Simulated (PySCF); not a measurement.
CH7NOSi (charge +1 and doublet state).
Geometry (GFN2-xTB, Å), atoms numbered from 1 in this order:
```xyz
11
CH7NOSi angstrom
C      1.890   -0.203    0.127
O      0.602   -0.704    0.038
Si    -0.971   -0.524   -0.068
N     -1.669    1.039   -0.072
H      1.910    0.884    0.049
H      2.327   -0.514    1.083
H      2.499   -0.652   -0.665
H     -1.293   -1.185   -1.347
H     -1.461   -1.255    1.114
H     -2.664    1.201   -0.133
H     -1.166    1.915   -0.012
```

The hyperfine couplings belong to this conformer and change with its torsions.

As a line formula: `CO[SiH2][NH2+]` [radical] (charge +1).

Theory: UKS B3LYP, pcH-1 on C H N O Si, non-relativistic, mean-field spin-orbit, GIAO in PySCF 2.14.0. The structure is a single GFN2-xTB conformer in the gas phase; no vibrational or solvent corrections. Couplings are sensitive to structure, and on GFN2-xTB geometries they can be far from those on DFT ones, by a factor of two or more for some ions and for spin on atoms past the first row. No stability test was run, so a lower SCF solution isn't excluded.

(1) Predict the first-order ENDOR lines of N4, H8/H9, H5/H6/H7, H11 and H10 under fast tumbling at B = 1207.0 mT (Q band).

(2) Which pairs are centred on the nuclear Larmor frequency, and which on half the coupling?

(3) At what field would the lower line of H11 fall to zero frequency?

Answers

(1) ν± = |νn ± a/2|, one line for each electron-spin manifold; νn = |g_N| × 7.62259 MHz/T × B.

```csv
nuclei,isotope,g_N,νn (MHz),a_iso (MHz),lower line (MHz),upper line (MHz)
N4,14N,0.4038,3.71,16.46,4.51,11.94
H8/H9,1H,5.5857,51.39,381.72,139.47,242.25
H5/H6/H7,1H,5.5857,51.39,43.61,29.59,73.19
H11,1H,5.5857,51.39,-35.11,33.84,68.94
H10,1H,5.5857,51.39,-32.83,34.98,67.80
```

(2) Centred on νn, since |a| < 2νn: H5/H6/H7, H11 and H10. Centred on |a|/2 and split by 2νn: N4 and H8/H9.

(3) Where νn = |a|/2, that is B = 17.55 MHz/(5.5857 × 7.62259 MHz/T) = 412 mT, as far as first order holds there.

Class means assume fast exchange of nuclei equivalent by connectivity; if that motion is slow, each nucleus keeps its own coupling. H10 and H11 aren't averaged: N4 is flat or nearly so (angle sum 360°), and its turn about the short N4–Si3 bond (1.71 Å) is taken as slow. The three 1H nuclei of mean +43.6 MHz run from -0.5 to 73.6 MHz in the frozen geometry.
